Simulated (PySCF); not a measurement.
B(AsH2)(F)(OH) (AsBFH3O), SMILES B([AsH2])(F)O. Geometry: r2SCAN-D4/def2-SVP. The values are those of a single conformer.

These are r2SCAN-D4/def2-SVP (PySCF 2.14.0) values and carry that method's errors.

Harmonic wavenumbers (cm⁻¹): 117, 221, 300, 417, 558, 586, 675, 688, 965, 996, 1236, 1439, 2201, 2232, 3884. Rotational constants (GHz): 9.400, 2.514, 2.017; symmetry number 1.

Q: Work out the zero-point energy and the ideal-gas rigid-rotor harmonic-oscillator thermochemistry at 298.15 K and 1 atm.

A: ZPE = ½ Σ hcν = ½ × 16518 cm⁻¹ = 98.80 kJ/mol. H − E(el) = 115.64 kJ/mol. Entropy in J/(mol K): translation 168.84, rotation 110.10, vibration 39.00, total 317.94. G − E(el) = 20.84 kJ/mol. Cp = 82.82 J/(mol K). Modes under 150 cm⁻¹ make the vibrational entropy uncertain.
